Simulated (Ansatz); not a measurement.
An input meant for GeI2 (charge 0, singlet; with a point charge).

```yaml
crystal:
  periodic: [false, false, false]
  atoms:
    - {symbol: Ge, position_ang: [0.005904, -0.006970, -1.074759]}
    - {symbol: I, position_ang: [2.009442, -0.019768, 0.548684]}
    - {symbol: I, position_ang: [-2.015346, 0.026738, 0.526085]}
basis:
  gaussian: {orbitals: def2-SVPD, point_charges: [{charge: 2.00, position_ang: [6.691, 0.542, 0.031]}]}
total_charge: -3
magnetization: {spin_polarized: true, initial_magnetization: 1}
hamiltonian: {xc: {name: HSE06}}
```

```sh
$ ansatz run in.yaml --threads 4 --pin off --events-out ev --progress --plain --max-ram 3916MiB
```

It prints (some lines left out):

```
Functional definition: HSE06
1250 factors; integrals over basis functions are off by at most 2.1e-4 eV
66 factors; integrals over basis functions are off by at most 1.1e-4 eV
mean field evaluation 1: about -72621.5265 eV, gradient 8.9e1 eV
mean field evaluation 2: about -72359.6377 eV, gradient 1.8e2 eV
mean field evaluation 4: about -72709.1782 eV, gradient 3.6e1 eV
mean field evaluation 8: about -72723.1191 eV, gradient 4.4e-1 eV
mean field evaluation 16: about -72723.1414 eV, gradient 5.7e-3 eV
a density is far from that of the atoms, so the factors are made again for it
1294 factors; integrals over basis functions are off by at most 2.1e-4 eV
95 factors; integrals over basis functions are off by at most 3.3e-6 eV
mean field evaluation 32: about -72723.1411 eV, gradient 5.2e-4 eV
mean field -72723.14107065 eV, -2672.5261408308 hartree, gradient 2.5e-5 eV, S^2 0.755048; 0 other end points of the search recorded, 0 dependent functions left out
reference -72723.14109959 eV, -2672.5261418945 hartree; 43, 42 occupied and 65, 66 virtual orbitals, 1294 factors
Total energy: -72723.14109959 eV, -2672.5261418945 hartree
```

Problem. Something in this input is off. What?

Solution. The charge is far from what the species holds (-3 typed, 0 meant). The calculation finished and met its thresholds. The result belongs to that input, not to the species as meant.
